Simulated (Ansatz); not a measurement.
The cluster Ni₂H₃⁺. Charge 1, multiplicity 3. Geometry PBE0-D4/def2-TZVP; atoms count from 1.

```xyz
5

Ni   -0.5592    1.7367   -1.4560
Ni   -0.0894   -0.2245    0.0541
H    -1.0793    0.2938   -1.1066
H     1.0940   -0.5802    1.2481
H     0.6339   -1.2259    1.2604
```

In the triplet, H4 and H5 lie 0.79 Å apart (atoms count from 1), so H2 has formed as a molecule. The structure comes from a short search, and lower isomers may exist.

Estimate the Mulliken populations from the PBE0/def2-TZVP orbitals of Ansatz.


```csv
atom,charge (e),spin (α − β),d electrons
Ni1,0.49,1.01,8.89
Ni2,0.21,1.01,8.87
H3,0.03,-0.02,–
H4,0.13,0.00,–
H5,0.13,0.00,–
```
Mulliken values depend strongly on the basis.

Where does the spin sit?

Summed by element: Ni 2.02, H -0.02, of 2 unpaired in all. Largest on single atoms: Ni2 1.01, Ni1 1.01, H3 -0.02.

And the Mayer bond orders between heavy atoms (over 0.3)?

Ni1–Ni2 0.47 (2.52 Å).
